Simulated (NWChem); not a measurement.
System: CH$_{4}$F$_{2}$NV; SMILES [CH3][V](=[NH])([F])[F]

NWChem input:

```
start job
memory heap 200 mb stack 900 mb global 1100 mb
geometry units angstroms noautoz
  V      0.097860    -0.030719     0.000000
  N      0.351967    -1.617270     0.000000
  H      0.640959    -2.591949     0.000000
  F      0.662594     0.704540    -1.455218
  F      0.662594     0.704540     1.455218
  C     -1.909332     0.089453     0.000000
  H     -2.312116    -0.395965    -0.894253
  H     -2.312116    -0.395965     0.894253
  H     -2.156319     1.159609     0.000000
end
basis spherical
  * library 6-31g*
end
dft
  xc b3lyp
  grid fine
  iterations 150
  mulliken
end
task dft gradient
```

Parts of the log:

```
             Northwest Computational Chemistry Package (NWChem) 7.3.0
             --------------------------------------------------------

 CS  symmetry detected

                             Geometry "geometry" -> ""
                             -------------------------

 Output coordinates in angstroms (scale by  1.889725989 to convert to a.u.)

  No.       Tag          Charge          X              Y              Z
 ---- ---------------- ---------- -------------- -------------- --------------
    1 V                   23.0000     0.10473553    -0.04758909     0.00000000
    2 N                    7.0000    -0.14373602    -1.63503243     0.00000000
    3 H                    1.0000    -0.16999773    -2.65131283     0.00000000
    4 F                    9.0000     0.86899417     0.47723374     1.45521800
    5 F                    9.0000     0.86899417     0.47723374    -1.45521800
    6 C                    6.0000    -1.76714226     0.68680494     0.00000000
    7 H                    1.0000    -2.30018750     0.34956858     0.89425300
    8 H                    1.0000    -2.30018750     0.34956858    -0.89425300
    9 H                    1.0000    -1.67143376     1.78091477     0.00000000

 Effective nuclear repulsion energy (a.u.)     329.6591638560

      Symmetry information
      --------------------

 Group name             Cs
 Group number              2
 Group order               2
 No. of unique centers     7

                                 NWChem DFT Module
                                 -----------------

 Summary of "ao basis" -> "ao basis" (spherical)
 ------------------------------------------------------------------------------
       Tag                 Description            Shells   Functions and Types
 ---------------- ------------------------------  ------  ---------------------
 V                           6-31g*                 12       34   5s4p2d1f
 N                           6-31g*                  6       14   3s2p1d
 H                           6-31g*                  2        2   2s
 F                           6-31g*                  6       14   3s2p1d
 C                           6-31g*                  6       14   3s2p1d

      Symmetry analysis of basis
      --------------------------

        a'         63
        a"         35

            General Information
            -------------------
          SCF calculation type: DFT
          Wavefunction type:  closed shell.
          No. of atoms     :     9
          No. of electrons :    58
           Alpha electrons :    29
            Beta electrons :    29
          Charge           :     0
          Spin multiplicity:     1
          Use of symmetry is: on ; symmetry adaption is: on
          Maximum number of iterations: 150
          AO basis - number of functions:    98
                     number of shells:    44
          Convergence on energy requested:  1.00D-06
          Convergence on density requested:  1.00D-05
          Convergence on gradient requested:  5.00D-04

              XC Information
              --------------
                         B3LYP Method XC Potential
                     Hartree-Fock (Exact) Exchange  0.200
                        Slater Exchange Functional  0.800 local
                    Becke 1988 Exchange Functional  0.720 non-local
              Lee-Yang-Parr Correlation Functional  0.810
                  VWN I RPA Correlation Functional  0.190 local

             Grid Information
             ----------------
          Grid used for XC integration:  fine
          Radial quadrature: Mura-Knowles
          Angular quadrature: Lebedev.
          Tag              B.-S. Rad. Rad. Pts. Rad. Cut. Ang. Pts.
          ---              ---------- --------- --------- ---------
          V                   1.35      140          10.0       974
          N                   0.65       70          10.0       590
          H                   0.35       60          11.0       590
          F                   0.50       70          10.0       590
          C                   0.70       70          10.0       590
          Grid pruning is: on
          Number of quadrature shells:   530
          Spatial weights used:  Erf1

      Superposition of Atomic Density Guess
      -------------------------------------

 Sum of atomic energies:       -1235.41127767

      Non-variational initial energy
      ------------------------------

 Total energy =   -1235.975898
 1-e energy   =   -2354.430414
 2-e energy   =     788.795352
 HOMO         =      -0.333177
 LUMO         =       0.001245

      Symmetry analysis of molecular orbitals - initial
      -------------------------------------------------

  Numbering of irreducible representations:

     1 a'          2 a"

  Orbital symmetries:

     1 a'          2 a'          3 a"          4 a'          5 a'
     6 a'          7 a"          8 a'          9 a'         10 a'
    11 a'         12 a"         13 a'         14 a'         15 a"
    16 a'         17 a'         18 a'         19 a"         20 a'
    21 a"         22 a'         23 a"         24 a'         25 a'
    26 a"         27 a'         28 a"         29 a'         30 a'
    31 a"         32 a'         33 a'         34 a'         35 a'
    36 a"         37 a'         38 a"         39 a'

     ---------------------------------------------
      Total Density - Mulliken Population Analysis
     ---------------------------------------------

    Atom       Charge   Shell Charges
 -----------   ------   -------------------------------------------------------
    1 V   23    19.82   2.00  2.00  6.00  2.00  6.00  0.21  0.17  0.07  0.07  0.50  0.78  0.03
    2 N    7     8.61   2.00  0.88  2.87  0.91  1.94  0.01
    3 H    1     0.58   0.41  0.17
    4 F    9     9.76   2.00  0.96  3.54  1.02  2.22  0.01
    5 F    9     9.76   2.00  0.96  3.54  1.02  2.22  0.01
    6 C    6     7.30   2.00  0.73  2.21  0.78  1.57  0.02
    7 H    1     0.72   0.45  0.27
    8 H    1     0.72   0.45  0.27
    9 H    1     0.73   0.45  0.28

   convergence    iter        energy       DeltaE   RMS-Dens  Diis-err
 ---------------- ----- ----------------- --------- --------- ---------
 d= 0,ls=0.0,diis     1  -1238.1608334479 -1.57D+03  4.81D-02  5.71D+00
 d= 0,ls=0.5,diis     2  -1220.4525017226  1.77D+01  1.39D-02  1.55D+02
 d= 0,ls=0.5,diis     3  -1227.9394969078 -7.49D+00  4.76D-03  1.16D+02
 d= 0,ls=0.5,diis     4  -1229.9784282031 -2.04D+00  5.22D-03  1.02D+02
 d= 0,ls=0.5,diis     5  -1232.4391464054 -2.46D+00  6.50D-03  7.66D+01
 d= 0,ls=0.5,diis     6  -1235.0757687914 -2.64D+00  4.78D-03  4.80D+01
 d= 0,ls=0.5,diis     7  -1236.5490121790 -1.47D+00  3.59D-03  3.02D+01
 d= 0,ls=0.5,diis     8  -1237.4354868891 -8.86D-01  3.28D-03  1.91D+01
 d= 0,ls=0.5,diis     9  -1238.0232171854 -5.88D-01  2.97D-03  1.18D+01
 d= 0,ls=0.5,diis    10  -1238.4668666887 -4.44D-01  3.54D-03  6.16D+00
 d= 0,ls=0.5,diis    11  -1238.8319009844 -3.65D-01  3.26D-03  1.65D+00
 d= 0,ls=0.5,diis    12  -1238.9778553050 -1.46D-01  1.37D-03  7.31D-02
  Resetting Diis
 d= 0,ls=0.5,diis    13  -1238.9900684897 -1.22D-02  7.39D-04  5.32D-03
 d= 0,ls=0.5,diis    14  -1238.9923295072 -2.26D-03  5.20D-04  2.88D-03
 d= 0,ls=0.5,diis    15  -1238.9933313252 -1.00D-03  3.53D-04  2.08D-03
 d= 0,ls=0.5,diis    16  -1238.9939921409 -6.61D-04  3.22D-04  8.11D-04
 d= 0,ls=0.5,diis    17  -1238.9943870545 -3.95D-04  2.44D-04  5.48D-04
 d= 0,ls=0.5,diis    18  -1238.9946052331 -2.18D-04  1.77D-04  6.04D-04
 d= 0,ls=0.5,diis    19  -1238.9947391411 -1.34D-04  1.30D-04  4.76D-04
 d= 0,ls=0.5,diis    20  -1238.9948267508 -8.76D-05  1.01D-04  2.48D-04
 d= 0,ls=0.5,diis    21  -1238.9948743020 -4.76D-05  7.48D-05  1.37D-04
 d= 0,ls=0.5,diis    22  -1238.9949004701 -2.62D-05  5.39D-05  7.36D-05
 d= 0,ls=0.5,diis    23  -1238.9949138860 -1.34D-05  3.86D-05  4.28D-05
 d= 0,ls=0.5,diis    24  -1238.9949210492 -7.16D-06  2.75D-05  2.36D-05
 d= 0,ls=0.5,diis    25  -1238.9949247857 -3.74D-06  2.00D-05  1.28D-05
 d= 0,ls=0.5,diis    26  -1238.9949268127 -2.03D-06  1.41D-05  6.22D-06
 d= 0,ls=0.5,diis    27  -1238.9949278070 -9.94D-07  9.99D-06  3.21D-06

         Total DFT energy =    -1238.994928300502
      One electron energy =    -2358.326579376202
           Coulomb energy =      869.646303078368
    Exchange-Corr. energy =      -79.973815858635
 Nuclear repulsion energy =      329.659163855966

 Numeric. integr. density =       57.999999272649

                  Occupations of the irreducible representations
                  ----------------------------------------------

                     irrep           alpha         beta
                     --------     --------     --------
                     a'               20.0         20.0
                     a"                9.0          9.0

                       DFT Final Molecular Orbital Analysis
                       ------------------------------------

 Vector   27  Occ=2.000000D+00  E=-3.159078D-01  Symmetry=a'
              MO Center= -3.1D-01, -5.1D-01,  1.8D-14, r^2= 2.5D+00
   Bfn.  Coefficient  Atom+Function         Bfn.  Coefficient  Atom+Function
  ----- ------------  ---------------      ----- ------------  ---------------
    37      0.400706  2 N  px                18     -0.349429  1 V  d -2
    41      0.306856  2 N  px                23     -0.219688  1 V  d -2
    82     -0.180198  6 C  py                81      0.153690  6 C  px
    85      0.123874  6 C  px                10     -0.121533  1 V  s
    98     -0.119942  9 H  s                 97     -0.115538  9 H  s

 Vector   28  Occ=2.000000D+00  E=-3.054476D-01  Symmetry=a'
              MO Center= -9.9D-01, -4.0D-02, -3.9D-15, r^2= 2.3D+00
   Bfn.  Coefficient  Atom+Function         Bfn.  Coefficient  Atom+Function
  ----- ------------  ---------------      ----- ------------  ---------------
    81      0.370713  6 C  px                37     -0.274477  2 N  px
    22      0.259454  1 V  d  2              85      0.249983  6 C  px
    41     -0.202170  2 N  px                27      0.156706  1 V  d  2
     7      0.155101  1 V  px                20     -0.152375  1 V  d  0
    10     -0.136838  1 V  s                 84      0.132921  6 C  s

 Vector   29  Occ=2.000000D+00  E=-3.015643D-01  Symmetry=a"
              MO Center=  4.6D-02, -1.1D+00, -3.8D-14, r^2= 1.9D+00
   Bfn.  Coefficient  Atom+Function         Bfn.  Coefficient  Atom+Function
  ----- ------------  ---------------      ----- ------------  ---------------
    39      0.504419  2 N  pz                43      0.388114  2 N  pz
    19     -0.261645  1 V  d -1              24     -0.163141  1 V  d -1
    54      0.140515  4 F  py                68     -0.140515  5 F  py
    55     -0.123181  4 F  pz                69     -0.123181  5 F  pz
     9     -0.119511  1 V  pz                59     -0.103315  4 F  pz

 Vector   30  Occ=0.000000D+00  E=-1.005222D-01  Symmetry=a"
              MO Center=  3.8D-02, -5.7D-02, -1.7D-14, r^2= 1.3D+00
   Bfn.  Coefficient  Atom+Function         Bfn.  Coefficient  Atom+Function
  ----- ------------  ---------------      ----- ------------  ---------------
    21      0.567048  1 V  d  1              19      0.372345  1 V  d -1
    26      0.348388  1 V  d  1              24      0.220441  1 V  d -1
    39      0.151078  2 N  pz                94     -0.138243  7 H  s
    96      0.138243  8 H  s                 43      0.136032  2 N  pz
    13      0.132287  1 V  pz                54     -0.117663  4 F  py

 Vector   31  Occ=0.000000D+00  E=-8.680452D-02  Symmetry=a'
              MO Center=  9.1D-02, -1.8D-01, -7.4D-15, r^2= 1.5D+00
   Bfn.  Coefficient  Atom+Function         Bfn.  Coefficient  Atom+Function
  ----- ------------  ---------------      ----- ------------  ---------------
    20      0.413384  1 V  d  0              18     -0.369359  1 V  d -2
    22     -0.346843  1 V  d  2              25      0.244265  1 V  d  0
    37     -0.238713  2 N  px                41     -0.223629  2 N  px
    23     -0.219052  1 V  d -2              27     -0.212425  1 V  d  2
    53      0.160411  4 F  px                67      0.160411  5 F  px

 Vector   32  Occ=0.000000D+00  E=-4.790207D-02  Symmetry=a'
              MO Center=  1.2D-01, -3.7D-01,  2.4D-14, r^2= 2.3D+00
   Bfn.  Coefficient  Atom+Function         Bfn.  Coefficient  Atom+Function
  ----- ------------  ---------------      ----- ------------  ---------------
    20     -0.430198  1 V  d  0              22     -0.431186  1 V  d  2
    50      0.420997  3 H  s                 12      0.402687  1 V  py
    40     -0.305771  2 N  s                 27     -0.251966  1 V  d  2
    25     -0.242984  1 V  d  0              54     -0.156040  4 F  py
    68     -0.156040  5 F  py                49      0.140943  3 H  s

     ---------------------------------------------
      Total Density - Mulliken Population Analysis
     ---------------------------------------------

    Atom       Charge   Shell Charges
 -----------   ------   -------------------------------------------------------
    1 V   23    21.72   2.00  2.00  6.00  2.01  6.02  0.18  0.40  0.01  0.08  1.63  1.36  0.03
    2 N    7     7.67   2.00  0.81  2.37  0.93  1.54  0.01
    3 H    1     0.66   0.50  0.16
    4 F    9     9.41   2.00  0.93  3.28  1.05  2.13  0.01
    5 F    9     9.41   2.00  0.93  3.28  1.05  2.13  0.01
    6 C    6     6.75   2.00  0.66  2.09  0.76  1.22  0.02
    7 H    1     0.79   0.51  0.28
    8 H    1     0.79   0.51  0.28
    9 H    1     0.81   0.52  0.29

     -------------------------------------------
      Total Density - Lowdin Population Analysis
     -------------------------------------------

    Atom       Charge   Shell Charges
 -----------   ------   -------------------------------------------------------
    1 V   23    22.45   2.00  2.00  5.99  1.88  5.83  0.31  0.73  0.11  0.21  1.51  1.82  0.08
    2 N    7     7.35   1.99  0.75  2.23  0.61  1.71  0.05
    3 H    1     0.73   0.46  0.28
    4 F    9     9.22   1.99  0.93  3.17  0.86  2.23  0.02
    5 F    9     9.22   1.99  0.93  3.17  0.86  2.23  0.02
    6 C    6     6.52   1.99  0.58  1.90  0.47  1.54  0.04
    7 H    1     0.83   0.48  0.35
    8 H    1     0.83   0.48  0.35
    9 H    1     0.84   0.48  0.36

     Multipole analysis of the density
     ---------------------------------

     L   x y z        total         alpha         beta         nuclear
     -   - - -        -----         -----         ----         -------
     0   0 0 0     -0.000000    -29.000000    -29.000000     58.000000

     1   1 0 0     -0.559249     -0.279625     -0.279625      0.000000
     1   0 1 0     -0.528443     -0.264222     -0.264222      0.000000
     1   0 0 1     -0.000000     -0.000000     -0.000000      0.000000

[...]

                         DFT ENERGY GRADIENTS

    atom               coordinates                        gradient
                 x          y          z           x          y          z
   1 V       0.197921  -0.089930   0.000000    0.000167   0.000012   0.000000
   2 N      -0.271622  -3.089763   0.000000   -0.000078   0.000007   0.000000
   3 H      -0.321249  -5.010255   0.000000   -0.000004  -0.000029   0.000000
   4 F       1.642161   0.901841   2.749963   -0.000047  -0.000004  -0.000047
   5 F       1.642161   0.901841  -2.749963   -0.000047  -0.000004   0.000047
   6 C      -3.339415   1.297873   0.000000   -0.000012   0.000057   0.000000
   7 H      -4.346724   0.660589   1.689893    0.000009  -0.000015   0.000003
   8 H      -4.346724   0.660589  -1.689893    0.000009  -0.000015  -0.000003
   9 H      -3.158552   3.365441   0.000000    0.000003  -0.000009   0.000000
```

Level: B3LYP/6-31G* (spherical d). The geometry was optimised at B3LYP/6-31G* (spherical d). Not confirmed as a minimum by frequencies. B3LYP is NWChem's, with the RPA form of VWN correlation.
